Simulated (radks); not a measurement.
The numbers below are computed, except where a source is named.
All-electron atom: Ho XII in [Kr] 4d10 4f8 5s2.

Code: a radial shooting solver on a logarithmic mesh with Libxc functionals. Model: Dirac Kohn-Sham, PBE, spin-unpolarised, spherical densities, finite nucleus; open shells are shared between the two j in proportion to 2j + 1; Fermi nuclear charge, rms radius 5.2022 fm.

Energy parts (hartree):
part                       energy
total                 -12591.1554
kinetic                13854.6979
electron-nucleus      -30677.9389
Hartree                 4496.6939
exchange-correlation    -264.6083

Orbitals (lengths in bohr, moments of r in powers of bohr; <r^-3> diverges for s and p1/2; r(90%) holds 90 % of the orbital's charge):
orbital,occ.,eigenvalue (hartree),<1/r>,r(90%),<r^4>,<r^-3>,small-component weight
1s1/2,2,-2044.386,76.04,0.0376,9.258e-07,-,6.27e-02
2s1/2,2,-348.0491,18.25,0.136,0.0001441,-,1.40e-02
2p1/2,2,-331.6697,18.23,0.120,0.00008841,-,1.40e-02
2p3/2,4,-300.1741,15.89,0.130,0.0001195,11590,1.29e-02
3s1/2,2,-83.56477,6.676,0.337,0.005491,-,4.49e-03
3p1/2,2,-76.38960,6.592,0.329,0.004942,-,4.43e-03
3p3/2,4,-69.80863,5.995,0.348,0.006184,2511,4.11e-03
3d3/2,4,-57.49450,5.878,0.320,0.004377,426.0,3.99e-03
3d5/2,6,-56.05651,5.731,0.326,0.004690,374.0,3.90e-03
4s1/2,2,-22.39456,2.807,0.740,0.1306,-,1.45e-03
4p1/2,2,-19.53329,2.703,0.762,0.1454,-,1.38e-03
4p3/2,4,-18.03218,2.501,0.804,0.1802,574.5,1.26e-03
4d3/2,4,-13.30086,2.295,0.864,0.2363,84.65,1.10e-03
4d5/2,6,-13.02258,2.247,0.878,0.2522,73.28,1.07e-03
5s1/2,2,-8.17109,1.221,1.57,2.633,-,4.18e-04
4f5/2,3.42857,-7.23933,1.857,1.06,0.5368,12.97,7.58e-04
4f7/2,4.57143,-7.19171,1.840,1.07,0.5530,12.55,7.48e-04

The highest occupied level is 4f7/2 at -195.70 eV. Summed over all electrons, <r^2> = 14.63 bohr^2, which gives a Langevin (diamagnetic) susceptibility term of -11.6 x 10^-6 cm^3/mol.
